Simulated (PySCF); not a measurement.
**Unknown compound**

Molecular formula: C₇H₁₂Si. Simulated spectra:

¹H NMR (400 MHz, computed): δ 7.02 (d, 1H), 6.20 (m, 1H), 5.61 (t, 1H), 4.56 (m, 2H), 2.17 (t, 2H), 1.35 (m, 2H), 1.07 (t, 3H).

¹³C{¹H} NMR (computed): δ 174.9, 160.8, 135.1, 123.7, 44.5, 28.6, 17.4.

- geometry from PBE0-D3(BJ)/def2-SVP
- GIAO B3LYP/pcSseg-1 shieldings
- run in PySCF 2.14.0 with density-fitted response routines
- relativity neglected, no solvent model, a single conformation, equivalent nuclei averaged

Scale: ¹H (31.38 ppm) and ¹³C (179.24 ppm) against TMS (reference shieldings calculated alike).

Task: What is the structure?

Result: 
- Rings plus π bonds: 3 (1 ring in the answer).
- 7 carbon signals for 7 carbons: no two carbons are equivalent.
- Carbon types of the structure: 1 × C, 3 × CH, 2 × CH2, 1 × CH3, leaving 2 H on heteroatoms.
- δC 174.9: fully substituted alkene carbon.
- δC 160.8, 135.1, 123.7: alkene CH; as expected for a trigonal carbon in a double bond.
- δC 44.5: allylic sp3 CH2; aliphatic region, no heteroatom directly attached.
- δC 17.4: methyl carbon; aliphatic region, no heteroatom directly attached.
- δH 7.02, 6.20, 5.61: hydrogen on an alkene CH; attached to an sp2 carbon and in the plane of the double bond.
- δH 2.17: hydrogen on an allylic sp3 CH2; allylic position.
- δH 1.07: hydrogen on a methyl carbon; far from electronegative atoms and π systems.

Structure: `CCCC1=C[SiH2]C=C1`.

The data come from this structure; uniqueness wasn't tested.

Shifts are as computed. Against solution values, carbons near 30 ppm lie about +2 ppm off and those near 130 ppm about +6 ppm. Of 1211 compounds with measured shifts, 218 miss one by over three times the rms of a fit or turn the order of signals round; such compounds aren't used in these exercises. Multiplicities follow the n + 1 count of equivalent neighbours, as no J values were calculated; m marks all less simple cases, F and P coupling included.
